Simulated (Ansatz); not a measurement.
**Worked example: CH7ClSi2 + C2H10OSi2 → CH8OSi2 + C2H9ClSi2**

Species: CH7ClSi2 `C[SiH2][SiH2]Cl`, singlet; C2H10OSi2 `O[SiH2]CC[SiH3]`, singlet; CH8OSi2 `C[SiH2][SiH2]O`, singlet; C2H9ClSi2 `[SiH3]CC[SiH2]Cl`, singlet. The partners trade Cl for OH; both sit on Si, so the bond types are kept.

Shapes, held fixed at every level: PBE0-D4/def2-TZVP. Flexible molecules stand in one conformer, not always the lowest. Programs: Ansatz 0.2.0. Electronic energies: no zero-point or thermal term.

At CCSD(T)/CBS estimate; 1 Eh = 2625.50 kJ/mol:

| species | energy (Eh) |
| --- | --- |
| CH7ClSi2 | -1080.252098 |
| C2H10OSi2 | -735.502291 |
| CH8OSi2 | -696.243164 |
| C2H9ClSi2 | -1119.508761 |

Work out ΔE of the reaction at this level.


1. Products less reactants: (-696.243164) + (-1119.508761) − [(-1080.252098) + (-735.502291)] = 0.002464 Eh = +6.5 kJ/mol.

Other levels give +6.0 (MP2/def2-TZVPP) to +7.1 kJ/mol (B3LYP-D4/def2-TZVPP). No measured value is set beside it here. The CBS estimate extrapolates MP2 from def2-TZVPP and def2-QZVPP and adds CCSD(T) − MP2 in the triple-zeta set, cores frozen.
